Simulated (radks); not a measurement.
Species: Sm XXVII. Configuration: [Kr].

Method: scalar-relativistic Kohn-Sham, PBE, spin-polarised, spherical densities, finite nucleus; Fermi nuclear charge, rms radius 5.0819 fm; computed with a radial shooting solver on a logarithmic mesh with Libxc functionals.

Energy parts (eV):
| part | energy |
|---|---|
| total | -275098.58 |
| kinetic | 294656.10 |
| electron-nucleus | -637740.13 |
| Hartree | 73526.05 |
| exchange-correlation | -5540.60 |

Orbitals (lengths in bohr, moments of r in powers of bohr):
1s: occ. 2; eigenvalue (eV) -47528.80; <r^2> 0.0007050
2s: occ. 2; eigenvalue (eV) -8482.973; <r^2> 0.01109
2p: occ. 6; eigenvalue (eV) -7661.292; <r^2> 0.008900
3s: occ. 2; eigenvalue (eV) -2493.037; <r^2> 0.07287
3p: occ. 6; eigenvalue (eV) -2235.889; <r^2> 0.07258
3d: occ. 10; eigenvalue (eV) -1893.212; <r^2> 0.06054
4s: occ. 2; eigenvalue (eV) -1062.012; <r^2> 0.3148
4p: occ. 6; eigenvalue (eV) -968.5864; <r^2> 0.3354

The highest occupied level is 4p at -968.59 eV. Summed over all electrons, <r^2> = 3.906 bohr^2, which gives a Langevin (diamagnetic) susceptibility term of -3.09 x 10^-6 cm^3/mol. The electron density at the nucleus is 5.573e+05 e/bohr^3 (large components only).
